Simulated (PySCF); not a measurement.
# Correlation energy of Br (bromine, neutral)

[Ar] 3d10 4s2 4p5, 2P determinant. All numbers are calculated (PySCF 2.14, the spin-free X2C one-electron Hamiltonian (Gaussian nucleus), in aug-cc-pVDZ-DK). Frozen: [Ar] 3d10; 7 electrons correlated.

```tsv
level	correlation energy (mhartree)
CCSD	-112.60
(T)	-1.73
CCSD(T)	-114.33
CCSDT	-114.62
```

Diagnostics: T1 = 0.0067, D1 = 0.0186, largest double amplitude 0.039.

Cost of the coupled-cluster step: roughly 0.22 core-seconds, for 7 correlated electrons.

Iterations:

```
CC2 = 0
CCSD nocc = (np.int64(4), np.int64(3)), nmo = (22, 22)
frozen orbitals [[0, 1, 2, 3, 4, 5, 6, 7, 8, 9, 10, 11, 12, 13], [0, 1, 2, 3, 4, 5, 6, 7, 8, 9, 10, 11, 12, 13]]
max_cycle = 100
direct = 0
conv_tol = 1e-08
conv_tol_normt = 1e-06
diis_space = 8
diis_start_cycle = 0
Init t2, MP2 energy = -0.0978030432962448
Init E_corr(UCCSD) = -0.0978030432964337
cycle = 1  E_corr(UCCSD) = -0.10955839491449  dE = -0.0117553516  norm(t1,t2) = 0.0343052
cycle = 2  E_corr(UCCSD) = -0.111704796568122  dE = -0.00214640165  norm(t1,t2) = 0.010651
cycle = 3  E_corr(UCCSD) = -0.112622359859156  dE = -0.000917563291  norm(t1,t2) = 0.00427606
cycle = 4  E_corr(UCCSD) = -0.112598203972393  dE = 2.41558868e-05  norm(t1,t2) = 0.000725807
cycle = 5  E_corr(UCCSD) = -0.112596801283758  dE = 1.40268863e-06  norm(t1,t2) = 0.000270911
cycle = 6  E_corr(UCCSD) = -0.112599072840298  dE = -2.27155654e-06  norm(t1,t2) = 8.19601e-05
cycle = 7  E_corr(UCCSD) = -0.112598845533479  dE = 2.27306818e-07  norm(t1,t2) = 1.92379e-05
cycle = 8  E_corr(UCCSD) = -0.112598889327185  dE = -4.37937054e-08  norm(t1,t2) = 3.70427e-06
cycle = 9  E_corr(UCCSD) = -0.112598879119366  dE = 1.02078187e-08  norm(t1,t2) = 7.38401e-07
cycle = 10  E_corr(UCCSD) = -0.112598879666875  dE = -5.47509385e-10  norm(t1,t2) = 2.08295e-07
UCCSD converged
E(UCCSD) = -2604.412825033914  E_corr = -0.1125988796668753
UCCSD(T) correction = -0.00173496920212523
```
